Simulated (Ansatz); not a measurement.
All values below come from frozen-core CCSD(T)/def2-TZVPP // r2SCAN-D4/def2-TZVP in Ansatz (an electronic-structure program).

Ansatz 0.2 input:
```yaml
crystal:
  periodic: [false, false, false]
  atoms:
    - { symbol: N, position_ang: [-1.622979, -0.378071, -0.394492] }
    - { symbol: In, position_ang: [-0.022958, 0.781432, 0.055035] }
    - { symbol: N, position_ang: [1.643878, -0.334166, 0.34428] }
    - { symbol: H, position_ang: [-2.550424, -0.021624, -0.211436] }
    - { symbol: H, position_ang: [-1.589393, -1.355571, -0.139271] }
    - { symbol: H, position_ang: [-0.072714, 2.47669, 0.174391] }
    - { symbol: H, position_ang: [2.548194, 0.09791, 0.216865] }
    - { symbol: H, position_ang: [1.666396, -1.2666, -0.045371] }
basis:
  gaussian: { orbitals: def2-TZVPP }
correlation:
  method: ccsd_t
```

Output:

```
Functional definition: HF
1255 factors; integrals over basis functions are off by at most 1.0e-3 eV
mean field evaluation 1: about -8186.7396 eV, gradient 5.3e1 eV
mean field evaluation 2: about -8186.7774 eV, gradient 5.3e1 eV
mean field evaluation 4: about -8192.4473 eV, gradient 3.0e0 eV
mean field evaluation 8: about -8192.4927 eV, gradient 1.6e-1 eV
mean field evaluation 16: about -8189.9768 eV, gradient 3.5e1 eV
mean field -8192.49283255 eV, -301.0685585251 hartree, gradient 1.5e-6 eV, S^2 0.000000; 0 other end points of the search recorded, 0 dependent functions left out
6 core orbitals not correlated
reference -8192.49283255 eV, -301.0685585251 hartree; 14, 14 occupied and 162, 162 virtual orbitals, 1255 factors
second order -19.99277555 eV of doubles, -0.00000000 eV of singles
cycle   1  -19.75387593 eV  change    2.4e-1 eV  update   1.0e-1
cycle   2  -20.22646829 eV  change   -4.7e-1 eV  update   3.1e-2
cycle   3  -20.33492933 eV  change   -1.1e-1 eV  update   1.9e-2
cycle   4  -20.32555210 eV  change    9.4e-3 eV  update   5.6e-3
cycle   5  -20.32243547 eV  change    3.1e-3 eV  update   2.9e-3
cycle   6  -20.32326663 eV  change   -8.3e-4 eV  update   9.9e-4
cycle   7  -20.32291602 eV  change    3.5e-4 eV  update   3.9e-4
cycle   8  -20.32288170 eV  change    3.4e-5 eV  update   1.2e-4
cycle   9  -20.32294333 eV  change   -6.2e-5 eV  update   4.2e-5
cycle  10  -20.32293829 eV  change    5.0e-6 eV  update   1.7e-5
perturbative correction -0.72036763 eV, -0.0264730221 hartree
Total energy: -8213.53613847 eV, -301.8418857539 hartree
```

Cost: about 2.5 core-minutes (a rough figure).
